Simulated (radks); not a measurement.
Values are calculated unless marked as measured or tabulated.
Valence configurations of Sr II (all share [Kr]). Code: a radial shooting solver on a logarithmic mesh with Libxc functionals. Model: Dirac Kohn-Sham, PBE, spin-unpolarised, spherical densities, finite nucleus; open shells fill j = l - 1/2 first; Fermi nuclear charge, rms radius 4.224 fm. Energies are relative to 5s1; eigenvalues in eV.

valence      E (eV)  e(4d3/2)  e(5p1/2)  e(5s1/2)
5s1           0.000         -         -    -8.347
4d1           1.731    -5.585         -         -
5p1           2.863         -    -6.094         -
4d0.5 5p0.5   2.190    -6.589    -5.468         -
4d0.5 5s0.5   0.815    -6.158         -    -7.895
5s0.5 5p0.5   1.429         -    -5.801    -8.665

NIST lists [Kr] 5s1 as the ground configuration; this level of theory agrees among the configurations tried. The energies are those of spherical spin-averaged densities, not of single terms.
